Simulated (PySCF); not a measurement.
# C₆ coefficients of unlike pairs at UHF

Calculated with PySCF 2.14 from the dipole response of each species, C₆(A,B) = (3/π) ∫ α_A(iu) α_B(iu) du, in atomic units, from isotropic polarisabilities. For ions this is the dispersion term alone; charge-induced terms of lower order in 1/R come first.

```tsv
species	configuration	basis	relativity	α (bohr³)	C₆ (like pair)
F	[He] 2s2 2p5 (2P)	aug-cc-pwCVTZ (7s6p4d2f)	none	3.113	8.200
P³⁺	[Ne] 3s2 (1S)	aug-cc-pwCVDZ (6s5p3d)	none	7.169	18.77
Cs	[Xe] 6s1 (2S)	aug-cc-pVTZ-X2C (9s8p6d3f)	spin-free X2C	660.7	13990
Al⁺	[Ne] 3s2 (1S)	def2-QZVPPD (10s6p5d2f1g)	none	26.43	140.4
```

(1) Estimate C₆ for Al⁺ with F.

No spin-orbit coupling is included.

The other pairs:

| pair | C₆ |
| --- | --- |
| Al⁺, Cs | 1023 |
| P³⁺, F | 11.39 |
| Cs, F | 149.2 |
| Al⁺, P³⁺ | 49.23 |
| Cs, P³⁺ | 308.2 |

Results:

(1) The integral gives 26.95. The combination rule 2 C_A C_B / (C_A α_B/α_A + C_B α_A/α_B) gives 26.73 and the geometric mean 33.93.
